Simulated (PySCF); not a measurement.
Excited states of Ge²⁺ (germanium, charge +2)

Ground state [Ar] 3d10 4s2, ¹S. Computed with PySCF 2.14 in aug-cc-pVQZ-PP with ECP10MDF (7s6p5d3f2g, 89 functions), with scalar relativity through the core potential. Vertical excitation energies in eV without spin-orbit coupling; excited terms of each kind are numbered among those the solver found. Frozen: 3s2 3p6.

| term | leading excitation | EOM-EE-CCSD |
| --- | --- | --- |
| 1 3P° | 4s → p | 7.613 |
| 1 1P° | 4s → p | 11.411 |
| 1 3S | 4s → s | 19.360 |
| 1 3D | 4s → d | 19.897 |
| 1 1S | 4s → s | 19.976 |
| 1 1D | 4s → d | 22.086 |
| 2 3P° | 4s → p | 22.273 |
| 2 1P° | 4s → p | 22.561 |
| 2 3S | 4s → s | 25.960 |
| 2 3D | 4s → d | 26.178 |
| 2 1S | 4s → s | 26.201 |
| 1 3F° | 4s → f | 26.206 |
| 1 1F° | 4s → f | 26.228 |
| 2 1D | 4s → d | 26.584 |

Doubly excited terms such as np² are absent. The solver can miss terms. Rydberg members are limited by the diffuse functions of the basis.
